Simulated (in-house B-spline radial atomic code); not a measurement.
Orbital energies and mean radii along the 22-electron series, configuration [Ar] 3d4. The effective charge is n√(-2ε), a non-relativistic measure. Computed with an all-electron radial atomic-structure program (B-spline basis): Dirac-Hartree-Fock, average of the configuration, finite nuclei.

```
  ion   Z  energy of 3p1/2 (Eh)  mean radius of 3p1/2 (bohr)  energy of 3d5/2 (Eh)  mean radius of 3d5/2 (bohr)  energy of 3p3/2 (Eh)  mean radius of 3p3/2 (bohr)  effective charge of 3p1/2
 Zn8+  30               -10.475                      0.64747               -7.4551                      0.64867               -10.335                      0.65472                     13.731
 Ga9+  31               -12.161                       0.6141               -8.9253                      0.60694               -11.994                      0.62133                     14.795
Ge10+  32               -13.966                      0.58395                -10.51                      0.57072               -13.768                      0.59119                     15.855
As11+  33               -15.889                      0.55657               -12.209                       0.5389               -15.657                      0.56384                     16.912
Se12+  34               -17.931                      0.53161               -14.022                      0.51068                -17.66                      0.53892                     17.966
Br13+  35               -20.093                      0.50875               -15.948                      0.48545               -19.777                      0.51611                     19.018
```

(1) How does the screening of 3p1/2 change?

## Answers

(1) Z less the effective charge goes from 16.27 at Z = 30 to 15.98 at Z = 35.
